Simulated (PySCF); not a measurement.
Species: C2H11BN2.
SMILES: `CN[BH2-][NH2+]C`

Torsions of this conformer, `[CH3:1][NH:2][BH2-:3][NH2+:4][CH3:5]`: C1–N2–B3–N4 103°, N2–B3–N4–C5 -179°.

The closed-shell ground state was solved at several levels (PySCF, density fitting, gas phase, non-relativistic). One conformer (not necessarily the lowest) at the PBE0-D3(BJ)/def2-SVP geometry, without solvent, vibrations or thermal averaging.

```json
{"level": "CAM-B3LYP/pcSseg-1", "basis functions": "140", "HOMO (eV)": "-6.87", "LUMO (eV)": "1.62", "gap (eV)": "8.49", "dipole (D)": "4.16"}
{"level": "PBE0/STO-3G", "basis functions": "36", "HOMO (eV)": "-2.21", "LUMO (eV)": "8.30", "gap (eV)": "10.51", "dipole (D)": "4.78"}
{"level": "PBE0/6-311+G(2d,p)", "basis functions": "201", "HOMO (eV)": "-5.62", "LUMO (eV)": "-0.23", "gap (eV)": "5.39", "dipole (D)": "3.99"}
{"level": "PBE0/6-31G", "basis functions": "67", "HOMO (eV)": "-5.07", "LUMO (eV)": "1.77", "gap (eV)": "6.84", "dipole (D)": "4.14"}
{"level": "mPW1PW91/pcSseg-1", "basis functions": "140", "HOMO (eV)": "-5.52", "LUMO (eV)": "0.79", "gap (eV)": "6.31", "dipole (D)": "4.14"}
{"level": "B3LYP/def2-SVPD", "basis functions": "188", "HOMO (eV)": "-5.42", "LUMO (eV)": "-0.12", "gap (eV)": "5.30", "dipole (D)": "4.00"}
{"level": "PBE0/pcSseg-1", "basis functions": "140", "HOMO (eV)": "-5.48", "LUMO (eV)": "0.79", "gap (eV)": "6.27", "dipole (D)": "4.14"}
{"level": "OPBE/pcSseg-1", "basis functions": "140", "HOMO (eV)": "-4.09", "LUMO (eV)": "0.16", "gap (eV)": "4.25", "dipole (D)": "4.12"}
{"level": "PBE0/IGLO-III", "basis functions": "285", "HOMO (eV)": "-5.61", "LUMO (eV)": "0.15", "gap (eV)": "5.76", "dipole (D)": "4.00"}
{"level": "B3LYP/pcJ-1", "basis functions": "245", "HOMO (eV)": "-5.25", "LUMO (eV)": "0.46", "gap (eV)": "5.71", "dipole (D)": "4.12"}
{"level": "BHandHLYP/pcSseg-1", "basis functions": "140", "HOMO (eV)": "-6.78", "LUMO (eV)": "1.48", "gap (eV)": "8.26", "dipole (D)": "4.18"}
```

Question: What might HF/pcSseg-1 (140 basis functions) give for the same quantities?

Answer: HOMO -8.88 eV, LUMO 3.69 eV, gap 12.57 eV, dipole 4.26 D.

Question: Over all these levels, which gives the widest orbital gap and which the narrowest?

Answer: HF/pcSseg-1 (Hartree–Fock, all exact exchange) has the widest, 12.57 eV, and OPBE/pcSseg-1 (GGA) the narrowest, 4.25 eV. The two share the basis. From the narrowest to the widest the HOMO moves by -4.79 eV and the LUMO by +3.53 eV.

Question: How much does the basis alone move the frontier levels among the 5 PBE0 rows?

Answer: The HOMO by 3.41 eV and the LUMO by 8.53 eV. By rising basis size (HOMO, LUMO in eV): STO-3G -2.21, 8.30; 6-31G -5.07, 1.77; pcSseg-1 -5.48, 0.79; 6-311+G(2d,p) -5.62, -0.23; IGLO-III -5.61, 0.15.

Question: In the pcSseg-1 basis, how does the gap go with the fixed share of exact exchange?

Answer: OPBE (0 %) 4.25 eV; PBE0 (25 %) 6.27 eV; mPW1PW91 (25 %) 6.31 eV; BHandHLYP (50 %) 8.26 eV; HF (100 %) 12.57 eV. Each rise in the share widens the gap here.

Question: How far do the dipole and the HOMO energy spread over the levels?

Answer: The dipole runs from 3.99 to 4.78 D (mean 4.17 D) and the HOMO from -8.88 to -2.21 eV.
